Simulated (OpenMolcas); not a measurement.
Levels of Fe III by method

```yaml
Program: OpenMolcas
Basis: ANO-RCC-VTZP [6s5p3d2f1g]
Scalar_Hamiltonian: DKH2, point nucleus
Active_space: 6 electrons in 6 orbitals (3d 4s)
State_averaging: 2S+1 = 7 even, 1 root; 2S+1 = 5 even, 30 roots; 2S+1 = 3 even, 121 roots (98 in the spin-orbit step); 2S+1 = 1 even, 89 roots kept (CI in the orbitals of an earlier block, 69 in the spin-orbit step)
Spin-orbit_coupling: RASSI with atomic mean-field integrals over the reference wave functions, term energies averaged over their components
```

Methods on the same reference wave functions:
A. CASSCF
B. SS-CASPT2, IPEA 0.25 Eh, imaginary shift 0.1 Eh (closed shells correlated: 3s 3p)
C. MS-CASPT2, IPEA 0.25 Eh, imaginary shift 0.1 Eh (closed shells correlated: 3s 3p)

Energies in cm⁻¹ above 3d⁶ ⁵D₄, the measured ground level; measured values from Corliss and Sugar, J. Phys. Chem. Ref. Data 11, 135 (1982).

```
     Level      A      B      C  Measured
   3d⁶ ⁵D₄    0.0    0.0    0.0       0.0
   3d⁶ ⁵D₃    480    479    479       436
   3d⁶ ⁵D₂    816    814    814       739
   3d⁶ ⁵D₁   1031   1028   1028       932
   3d⁶ ⁵D₀   1136   1134   1134      1027
3d⁵ 4s ⁷S₃   9167  29140  29140     30089
   3d⁶ ³H₆  17389  20100  20100     20051
   3d⁶ ³H₅  17634  20330  20330     20301
   3d⁶ ³H₄  17819  20490  20490     20482
3d⁶ ³P₂(1)  19624  19090  19090     19405
3d⁶ ³F₄(1)  20820  21370  21370     21462
3d⁶ ³P₁(1)  20991  20460  20460     20688
3d⁶ ³F₃(1)  21071  21600  21600     21700
3d⁶ ³F₂(1)  21259  21770  21770     21857
3d⁶ ³P₀(1)  21575  21030  21030     21208
3d⁵ 4s ⁵S₂  22630  36870  36870     41000
   3d⁶ ³G₅  23575  24510  24510     24559
   3d⁶ ³G₄  24003  24920  24920     24941
   3d⁶ ³G₃  24205  25110  25110     25142
   3d⁶ ¹I₆  29259  30740  30740     30356
3d⁶ ¹G₄(1)  31206  31270  31270     30886
   3d⁶ ³D₁  32314  30600  30600          
   3d⁶ ³D₂  32350  30610  30610          
   3d⁶ ³D₃  32475  30750  30750     30858
```

Deviations, from unrounded energies. A percentage is the sum of absolute deviations over the sum of measured energies, with the sign that they share, or ± where signs differ.

```json
{"Against measurement": "mean absolute deviation (cm-1)", "Levels": "21", "A": "2700", "B": "360", "C": "350"}
{"Against measurement": "fine structure of the ground term (%)", "Levels": "4", "A": "+10.5", "B": "+10.2", "C": "+10.2"}
{"Against measurement": "other terms of the ground configuration (%)", "Levels": "15", "A": "±4.7", "B": "±0.6", "C": "±0.6"}
{"Against measurement": "other configurations (%)", "Levels": "2", "A": "-55.3", "B": "-7.1", "C": "-7.1"}
```

B, C lie about equally close to measurement and A furthest from it. The largest miss of C in the table is 3d⁵ 4s ⁵S₂, by -4100 cm-1. The ranking rests on the paired levels alone, and a cruder setting can come out closer through cancelling errors.

Between B and C the level of the table that moves most is 3d⁶ ¹G₄(1), by 7.8 cm-1 (lowest in C, highest in B). Moves below CASPT2's spread within the term are not significant.

The two smallest mean deviations differ by little beside CASPT2's spread within terms, so their order carries little weight.

From A to B the spin-free energies of the other terms of 3d⁶ shown, above ⁵D, scale by factors of 0.95 to 1.16.

The lowest spin-free term lies below A's lowest term by 0.487 hartree in B, 0.487 hartree in C.

Term energies are means over components that CASPT2 splits; among the terms shown or strongly mixed into the levels shown the widest spread is 1900 cm-1 (3d⁶ ¹I, C). Some high roots are left out of the spin-orbit mixing, which shifts the levels that they would mix with. Terms from blocks run as CI alone lack orbitals of their own. A single d shell beside an s shell can misplace configurations of different d count against each other. The CASPT2 spread within a term exceeds the gap to the next term for 3d⁶ ³D and 3d⁶ ¹I, so the order of their levels is uncertain (figures for B; the like holds for C). Without dynamic correlation excited terms often stand tens of per cent too high (terms of higher spin than the ground term too low), and those without a measured partner can miss by more than the paired ones (holds for A). Blocks of more than 70 roots (2S+1 = 3 even) ran without multistate coupling (holds for C). Computed and measured levels are paired by configuration, term and J; levels that our copy of the source lacks, or whose pairing is in doubt (as where it misses far off the trend of its configuration), stay unpaired and out of the deviations. Only configurations of the active space appear. The table leaves out levels that lie high or whose names do not pair safely across all columns.

A number in round brackets counts repeated terms of one configuration in the order of the reference energies.
